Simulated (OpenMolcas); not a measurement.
Exact exchange and the vertical ionisation energy of GaSiH3F2

GaSiH3F2 has 7 atoms, charge 0, and is taken as a singlet. As SMILES, `[F][Ga]([F])[SiH3]`. The coordinates come from a PBE0-D4/def2-TZVP relaxation.

The vertical ionisation energy (to the doublet cation) y, in eV, basis 6-31G(d); a is the functional's share of exact exchange. Programs: OpenMolcas 26.06.

| functional | program | a | y (eV) |
| --- | --- | --- | --- |
| BLYP | OpenMolcas | 0 | 10.61 |
| PBE | OpenMolcas | 0 | 10.76 |
| B3LYP | OpenMolcas | 0.2 | 11.14 |
| PBE0 | OpenMolcas | 0.25 | ? |
| BHLYP | OpenMolcas | 0.5 | 11.41 |

Question: Fit y = c + s·a to the known rows and predict PBE0.

Answer: 
1. Means of the 4 rows: a = 0.1750, y = 10.980.
2. Σ(Δa)² = 0.1675, Σ(Δa·Δy) = 0.247, so the slope is 0.247/0.1675 = 1.4746.
3. Intercept: 10.980 − (1.4746) × 0.1750 = 10.722. The largest residual of the fit is 0.12.
4. PBE0: 10.722 + (1.4746) × 0.25 = 11.09 eV.

The run gave 11.18 eV, so the prediction is off by -0.09 eV, within the largest residual. The rows mix families of semi-local functionals, which the line can't see.
